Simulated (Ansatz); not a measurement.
A series at B: from boron trifluoride, ligands are replaced one by one, each step taking up H₂S and setting free H–F; n counts the steps. Ansatz, PBE0-D4/def2-TZVP geometries. Each molecule was computed in one conformer, which needn't be the lowest.

```json
{"n": "0", "molecule": "`FB(F)F`", "HOMO energy, ωB97M-V/def2-TZVPP (eV)": "-14.75"}
{"n": "1", "molecule": "`FB(F)S`", "HOMO energy, ωB97M-V/def2-TZVPP (eV)": "-10.63"}
{"n": "2", "molecule": "`FB(S)S`", "HOMO energy, ωB97M-V/def2-TZVPP (eV)": "?"}
{"n": "3", "molecule": "`SB(S)S`", "HOMO energy, ωB97M-V/def2-TZVPP (eV)": "-9.68"}
```

Task: By hand: fit a straight line y = ȳ + b (n − n̄) to the 3 given rows and predict n = 2.

Result: n̄ = 1.333, ȳ = -11.687; Σ(n − n̄)(y − ȳ) = 7.077, Σ(n − n̄)² = 4.667, so b = 1.516 eV a step. Prediction: -11.687 + (1.516) × (0.667) = -10.68 eV.

Task: By hand: compare with the computed value, -9.81 eV, and give the steps along the whole series.

Result: The line misses by 0.87 eV (computed minus predicted). Steps: 4.12, 0.82, 0.13 eV.

One step carries most of the change, so a line is a poor guide. The highest orbital can change its character along such a series. The miss is 17.2 % of the series' range.
